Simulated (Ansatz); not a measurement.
The cluster K₉H₈⁺ (the lowest singlet isomer of a short search), 17 atoms. Hardware: 4 threads of Arm Neoverse V2 on a shared host.

Correlated methods freeze 45 core orbitals; core or outer-core shells of K are correlated, in sets that lack core-valence functions.

Task: How many basis functions does each of these Ansatz runs have, and roughly what does it cost? MP2/def2-SVP, charge 1 singlet, energy, from earlier orbitals; HF/STO-3G, charge 1 singlet, energy; HF/def2-TZVP, charge 1 singlet, energy, from earlier orbitals; PBE0-D4/def2-TZVP, charge 1 singlet, energy; RPA@PBE/def2-SVP, charge 1 singlet, energy, from earlier orbitals; PBE0-D4/def2-SVP, charge 1 singlet, energy, from earlier orbitals; LC-ωPBE/def2-TZVP, charge 1 singlet, energy, from earlier orbitals; PBE-D4/def2-TZVP, charge 1 singlet, energy and forces, from earlier orbitals; r2SCAN-D4/def2-TZVP, charge 1 singlet, energy, from earlier orbitals; PBE-D4/def2-SVP, charge 1 singlet, energy, from earlier orbitals.

Result: Other jobs shared the machine, so times can vary by a factor of up to 3. A dash marks memory too small to be measured apart from the calling script's.

```tsv
run	functions	fitting or Cholesky vectors	wall time	peak host memory (GiB)
HF/STO-3G, charge 1 singlet, energy	125	1539	1.9 s	–
MP2/def2-SVP, charge 1 singlet, energy, from earlier orbitals	256	2460	15 s	1.2
PBE-D4/def2-SVP, charge 1 singlet, energy, from earlier orbitals	256	2948	15 s	0.79
PBE0-D4/def2-SVP, charge 1 singlet, energy, from earlier orbitals	256	2460	22 s	1.3
PBE-D4/def2-TZVP, charge 1 singlet, energy and forces, from earlier orbitals	345	3277	22 s	1.1
HF/def2-TZVP, charge 1 singlet, energy, from earlier orbitals	345	3300	23 s	2.1
LC-ωPBE/def2-TZVP, charge 1 singlet, energy, from earlier orbitals	345	3277	27 s	2
RPA@PBE/def2-SVP, charge 1 singlet, energy, from earlier orbitals	256	2460	29 s	0.98
PBE0-D4/def2-TZVP, charge 1 singlet, energy	345	3300	35 s	2.4
r2SCAN-D4/def2-TZVP, charge 1 singlet, energy, from earlier orbitals	345	3277	47 s	1.2
```
